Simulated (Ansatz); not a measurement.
C₂H₅AlFGa, SMILES `F/[C]([GaH2])=[CH]/[AlH2]`. Total charge 0; spin multiplicity 1. Correlated methods include outer-core shells of Ga, which these sets cover unevenly. Scalar relativity is left out up to krypton.

```xyz
10

F    -2.693   -0.014    0.451
C    -1.357   -0.022    0.247
Ga   -0.116   -0.997    1.354
C    -0.770    0.649   -0.747
Al    1.206    0.506   -0.869
H     1.327   -0.640    0.652
H    -0.055   -1.932    2.588
H    -1.418    1.223   -1.415
H     2.069    1.718   -0.310
H     1.807   -0.492   -1.952
```

Q: Give the diagnostics of a CCSD(T)/def2-TZVPP run (frozen core, Ansatz 0.2.0). (An estimate is asked.)

A: Ansatz gave: T1 = 0.0140, largest single amplitude 0.021, largest double 0.055, (T) share of the correlation energy 4.0 %, 10 CCSD cycles. The RHF solution is stable towards an unrestricted one. T1 lies under the customary mark of 0.02 for closed shells.
